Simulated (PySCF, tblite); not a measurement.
Isomers of C3H8NOSi (doublet state), one GFN2-xTB conformer each. Single-point energies are computed at B3LYP/pcH-1 (PySCF, gas phase, no added dispersion term), electronic only. GFN2-xTB treats the open shell by occupation alone, and not every SCF solution was tested for stability.

| SMILES | GFN2-xTB relative energy (kJ/mol) |
| --- | --- |
| CCC(=O)[SiH]N | 120.1 |
| C/N=[C]\[SiH2]OC | 91.7 |
| C/N=C/[SiH]OC | 91.4 |
| C=C[CH]O[SiH2]N | 0.0 |

Conformers: `[CH3:1][CH2:2][C:3](=[O:4])[SiH:5][NH2:6]` (doublet state) with C1–C2–C3–O4 103°, C2–C3–Si5–N6 -172°, C3–Si5–N6–H -9° and -152°; `[CH3:1]/[N:2]=[C:3]\[SiH2:4][O:5][CH3:6]` (doublet state) with N2–C3–Si4–O5 123°, C3–Si4–O5–C6 54°; `[CH3:1]/[N:2]=[CH:3]/[SiH:4][O:5][CH3:6]` (doublet state) with N2–C3–Si4–O5 11°, C3–Si4–O5–C6 -13°; `[CH2:1]=[CH:2][CH:3][O:4][SiH2:5][NH2:6]` (doublet state) with C1–C2–C3–O4 -1°, C2–C3–O4–Si5 170°, C3–O4–Si5–N6 -59°, O4–Si5–N6–H -42° and 179°.

Q: What does B3LYP/pcH-1 give for the same structures?

A: 
| SMILES | B3LYP/pcH-1 E (Eh) | B3LYP/pcH-1 (kJ/mol) | GFN2-xTB (kJ/mol) | point group |
| --- | --- | --- | --- | --- |
| C=C[CH]O[SiH2]N | -538.63460 | 0.0 | 0.0 | C1 |
| CCC(=O)[SiH]N | -538.60541 | 76.7 | 120.1 | C1 |
| C/N=[C]\[SiH2]OC | -538.57919 | 145.5 | 91.7 | C1 |
| C/N=C/[SiH]OC | -538.57568 | 154.7 | 91.4 | near Cs |

Both levels put the same isomer lowest; measured from each level's own lowest isomer, the values differ by up to 63.3 kJ/mol (C/N=C/[SiH]OC: 91.4 against 154.7). As drawn, the lowest has an N–H bond, which the highest lacks; the highest has an Si–C bond, which the lowest lacks. Neighbours under 21 kJ/mol apart (C/N=[C]\[SiH2]OC and C/N=C/[SiH]OC) can change places with a better method, another conformer or zero-point energy.

Q: What happens when harmonic zero-point energies from GFN2-xTB frequencies are added?

A: 
| SMILES | ZPE (kJ/mol) | electronic (kJ/mol) | with ZPE (kJ/mol) |
| --- | --- | --- | --- |
| C=C[CH]O[SiH2]N | 268.6 | 0.0 | 0.0 |
| CCC(=O)[SiH]N | 279.0 | 76.7 | 87.1 |
| C/N=[C]\[SiH2]OC | 270.0 | 145.5 | 146.9 |
| C/N=C/[SiH]OC | 276.7 | 154.7 | 162.8 |

The zero-point energies span 10.4 kJ/mol. The order is unchanged.
